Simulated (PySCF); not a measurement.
SMILES CO[CH]C(C)OC(C)=O (C6H11O3), doublet at its GFN2-xTB optimised geometry (Å):

```
20

C     -1.6617     2.3267    -0.4053
O     -1.0591     1.0710    -0.5768
C      0.1655     0.9089     0.0000
C      0.7316    -0.4510     0.0000
C      2.2564    -0.4510     0.0000
O      0.2677    -1.1457     1.2085
C      0.0653    -2.4581     1.1267
C     -0.4291    -3.0033     2.4456
O      0.2567    -3.1201     0.1406
H     -1.0564     3.1201    -0.8576
H     -1.8068     2.5555     0.6562
H     -2.6283     2.2791    -0.9038
H      0.5093     1.6536     0.6998
H      0.3427    -1.0184    -0.8536
H      2.6225     0.0531    -0.8895
H      2.6232    -1.4742     0.0032
H      2.6283     0.0640     0.8824
H     -1.1357    -2.3109     2.8929
H      0.4198    -3.1137     3.1174
H     -0.8879    -3.9745     2.2884
```

Computed with PySCF with unrestricted PBE0/def2-SVP. Cells within 0.4 Å of a nucleus heavier than hydrogen are left out (blank, or x).

Map of the Laplacian of the electron density (e/bohr⁵), clipped to [-1.50, 1.50] on the plane z = 1.2 Å:

```
|5555555555555555555555555555555|
|5555555555555555555555555555555|
|5555555555555555555555555555555|
|5555555555555555555555555555555|
|5555555555555555555555555555555|
|5555555555555555555555555555555|
|5555555555555555555555555555555|
|5555555555555555555555555555555|
|5555555555555555555555555555555|
|5555555555555555555555555555555|
|5555555555555555555555555555555|
|5555555555555555555555555555555|
|5555555555555555555555555555555|
|5555555555555555555555555555555|
|5555555555555555555555555555555|
|5555555555555555555555455555555|
|5555555555555566765555555555555|
|5555555555555565276555555555555|
|555555555555566xx46555555555555|
|5555555555555660x66555555555555|
|5555555555555563366555555555555|
|555555555555555x955555555555555|
|555555555555556xx55555555555555|
|5555555555555555555555555555555|
|5555555555555566655555555555555|
|5555555555555555555555555555555|
|5555555555555555555555555555555|
|5555555555555555555555555555555|
|5555555555555555555555555555555|
|5555555555555555555555555555555|
|5555555555555555555555555555555|
```
Scale: ten equal steps from -1.50 (start of '0') to 1.29 (end of '9'), in the order '0123456789'; x runs from -5.50 to 5.50, y from -5.50 (bottom) to 5.50 (top).
